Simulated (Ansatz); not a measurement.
C₂H₇AlBFSi at its PBE0-D4/def2-TZVP geometry, where that method's forces vanish. Charge 0, multiplicity 1. The bonds changed during the relaxation, so this is another structure than the one it started from.

```json
{"atom": "C1", "x (Å)": "0.2393", "y (Å)": "0.9956", "z (Å)": "-1.1763"}
{"atom": "C2", "x (Å)": "-0.9144", "y (Å)": "0.1037", "z (Å)": "-0.9155"}
{"atom": "Si3", "x (Å)": "-0.3573", "y (Å)": "-1.5565", "z (Å)": "-0.7284"}
{"atom": "F4", "x (Å)": "0.4205", "y (Å)": "-2.3503", "z (Å)": "-1.8668"}
{"atom": "B5", "x (Å)": "0.3691", "y (Å)": "0.1632", "z (Å)": "0.1904"}
{"atom": "Al6", "x (Å)": "0.3977", "y (Å)": "0.7594", "z (Å)": "2.1782"}
{"atom": "H7", "x (Å)": "0.0488", "y (Å)": "2.0583", "z (Å)": "-1.0653"}
{"atom": "H8", "x (Å)": "0.8942", "y (Å)": "0.7710", "z (Å)": "-2.0111"}
{"atom": "H9", "x (Å)": "-1.8859", "y (Å)": "0.4816", "z (Å)": "-0.6261"}
{"atom": "H10", "x (Å)": "-1.0366", "y (Å)": "-2.5421", "z (Å)": "0.1243"}
{"atom": "H11", "x (Å)": "1.0656", "y (Å)": "-0.9231", "z (Å)": "-0.0427"}
{"atom": "H12", "x (Å)": "1.1181", "y (Å)": "-0.0626", "z (Å)": "3.3411"}
{"atom": "H13", "x (Å)": "-0.3590", "y (Å)": "2.1016", "z (Å)": "2.5980"}
```

Question: For each bond, give half the difference of the two atoms' forces along it (eV/Å; positive pushes the atoms apart) under PBE-D4, r2SCAN-D4, B3LYP-D4, ωB97M-V in def2-TZVPP. (An estimate is asked.)

Answer: Ansatz gave: 
```
   bond  length (Å)  PBE-D4  r2SCAN-D4  B3LYP-D4  ωB97M-V
  C1–C2       1.481    0.08       0.15      0.22     0.25
  C1–B5       1.605    0.17       0.18      0.15     0.12
  C1–H7       1.085    0.07      -0.06     -0.12    -0.11
  C1–H8       1.085    0.07      -0.06     -0.08    -0.10
 C2–Si3       1.761    0.06       0.07      0.02    -0.08
  C2–B5       1.695    0.22       0.19      0.22     0.13
  C2–H9       1.082    0.04      -0.06     -0.11    -0.09
 Si3–F4       1.591    0.52       0.04      0.17     0.13
 Si3–B5       2.081    0.03       0.09      0.16     0.10
Si3–H10       1.470   -0.07      -0.07     -0.18    -0.17
 B5–Al6       2.076   -0.13      -0.08     -0.07    -0.05
 B5–H11       1.311   -0.02      -0.02     -0.06    -0.01
Al6–H12       1.596    0.06      -0.03     -0.06    -0.09
Al6–H13       1.597    0.08      -0.02     -0.07    -0.11
```

B3LYP here is the variant with VWN-RPA as its local correlation; programs differ in this.
